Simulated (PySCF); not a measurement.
Polarisability and C₆ of Pb²⁺ (lead, charge +2)

[Xe] 4f14 5d10 6s2, closed-shell 1S. Calculation: PySCF 2.14, in aug-cc-pVQZ-PP with one added diffuse shell each of s, p, d, f, g type with ECP60MDF (8s8p6d4f3g, 117 functions); scalar relativity through the core potential. Coupled (time-dependent) response in atomic units; α is the mean over directions.

```csv
method,mean α (bohr³),C₆ (like pair),S(−4)
BLYP,13.25,89.52,47.21
```

S(−4) is the Cauchy moment in α(ω) = α(0) + S(−4) ω² + …

α(iu) at BLYP:

```csv
u (hartree),α(iu) (bohr³)
0,13.25
0.0500,13.13
0.100,12.80
0.200,11.67
0.300,10.30
0.500,7.849
0.750,5.801
1.00,4.512
1.50,3.011
2.00,2.163
3.00,1.258
5.00,0.5593
```

A single London oscillator, α(iu) = α/(1 + u²/ω²), gives C₆ = (3/4) ω α². Matching the computed C₆ needs ω = 4 × 89.52 / (3 × 13.25²) = 0.680 hartree.

For an ion, C₆ is the dispersion term alone; charge-induced terms of lower order in 1/R come first.

Energies and moments cover only the electrons outside the core potential. Spin-orbit coupling, which splits the p, d and f shells strongly at this Z, is absent.
